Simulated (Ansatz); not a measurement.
The same path of Cl + ClF3Zr (6 atoms, charge 0, multiplicity 2) was run twice with different band settings.

All numbers below come from Ansatz 0.2.0, UKS PBE-D4/def2-SVP.

Relaxed end points:

```xyz
6
Properties=species:S:1:pos:R:3
Zr 0.009 0.000 0.051
Cl 0.126 0.000 2.420
F 1.769 0.000 -0.663
F -0.904 1.544 -0.570
F -0.904 -1.544 -0.570
Cl -0.094 0.000 5.234
```

```xyz
6
Properties=species:S:1:pos:R:3
Zr -0.008 0.000 0.050
Cl -0.125 0.000 2.419
F 1.797 0.000 -0.540
F -0.878 1.544 -0.631
F -0.878 -1.544 -0.631
Cl 0.094 0.000 5.233
```

Common settings: movable images 9; climbing image yes; spring 5.0 eV/Å²; optimiser quadratic models (default); start path through a guess of the saddle point; iteration limit 60; end points relaxed.

| run | force threshold |
| --- | --- |
| 1 | 0.05 eV/Å |
| 2 | 0.5 eV/Å |

What does each run give, and how far can it be trusted?

Run 1: converged after 6 iterations, highest image 0.003 eV above the first end. The top lies less than 8 meV above the higher end, about what the thresholds resolve: the motion is nearly free. A vibrational analysis at the climbing image gives 2 clearly imaginary modes (41i, 40i cm⁻¹): a point of higher order, so a lower path passes nearby.
Run 2: converged after 5 iterations, highest image 0.005 eV above the first end. The threshold of 0.5 eV/Å is loose, so the images may lie well off the minimum-energy path. The top lies less than 8 meV above the higher end, about what the thresholds resolve: the motion is nearly free. Another band between the same ends (9 images) ends at a top of the same energy, where a vibrational analysis finds 2 clearly imaginary modes.
